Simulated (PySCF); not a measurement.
# Energy of He⁺ (helium, charge +1) between two integer charges

The 1s alpha orbital of 1s1 is emptied in steps (occupation f), with all orbitals relaxed, ending at no electrons. Computed with PySCF 2.14 in aug-cc-pVDZ (3s2p, 9 functions), with the non-relativistic Hamiltonian (point nucleus). The exact energy is a straight line in f; departures are measured from the line between the end points of the same method.

| f | UHF (eV) |
| --- | --- |
| 1 | 0.000 |
| 0.75 | 0.000 |
| 0.5 | 0.000 |
| 0.25 | 0.000 |
| 0 | 0.000 |

```json
{"method": "UHF", "E(f=0) − E(f=1) (eV)": "54.269", "−ε at f=1 (eV)": "54.269", "−ε at f=0.5 (eV)": "54.269"}
```

Orbital energy along the path (eV):

```csv
f,UHF
1,-54.269
0.75,-54.269
0.5,-54.269
0.25,-54.269
0,-54.269
```

Reference removal energy between the ground levels: 54.418 eV (theoretical estimate listed by NIST; NIST Atomic Spectra Database, ionization energies). UHF lacks correlation.
